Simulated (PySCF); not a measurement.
# How methods differ on the excitation energy of Fe²⁺

Fe²⁺ [Ar] 3d6 (5D) → Fe²⁺ [Ar] 3d5 4p1 (7P), as a difference of total energies. All numbers are calculated (PySCF 2.14, the spin-free X2C one-electron Hamiltonian (Gaussian nucleus), in aug-cc-pVTZ-DK (8s7p5d3f2g, 93 functions)). Correlated levels: valence: [Ar] frozen. The calculations carry no spin-orbit coupling.

| method | excitation energy (cm⁻¹) |
| --- | --- |
| UHF | 68401 |
| MP2 (valence) | 78790 |
| SCS-MP2 (valence) | 82038 |
| CCSD (valence) | 78153 |
| CCSD(T) (valence) | 78464 |
